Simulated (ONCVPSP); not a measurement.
**Transferability test, ONCV potential for Zn (Z = 30)**

ONCVPSP 4.0.1 input, shortened (lines: element, Z, core and valence counts, functional; n l f; lmax; l rc ep ncon nbas qcut; lloc lpopt rc5 dvloc0; l nproj debl; icmod fcfact rcfact), PBE, scalar-relativistic:

```
  Zn 30.00    5    2        4      upf
    1    0    2.00
    2    0    2.00
    2    1    6.00
    3    0    2.00
    3    1    6.00
    3    2   10.00
    4    0    2.00
    2
    0    1.80    0.00    5    9    3.90
    1    1.50    0.13    3    7    6.10
    2    0.75    0.00    4    7   12.70
    4    5    0.65    4.00
    0    2    1.20
    1    3    1.30
    2    2    1.30
    0    0.00    0.00
```

Energies are relative to the spin-unpolarised reference configuration 3d10 4s2; without spin polarisation the order of configurations can differ from experiment.

| valence configuration | charge | ΔE all-electron (eV) | error AE − PS (meV) |
| --- | --- | --- | --- |
| 3d10 4s1 | +1 | 9.889 | -0.7 |
| 3d10 4s0 | +2 | 28.331 | +23 |
| 3d10 4s0 4p2 | 0 | 10.558 | +3.1 |

Task: What are ΔE and the potential's error for 3d9 4s0?

Result: ΔE = 68.865 eV all-electron; the error (AE − PS) is +162 meV.

Levels in the configuration 3d10 4s0:

```tsv
level	all-electron (eV)	pseudo (eV)
3d	-30.856	-30.652
```

Note: ghosts flagged at negative energy: s at -177.5 eV, p at -1696.4 eV, p at -81.3 eV; GHOST(+) flags only above 600 eV. A true bound ghost makes a file unfit for plane-wave use.
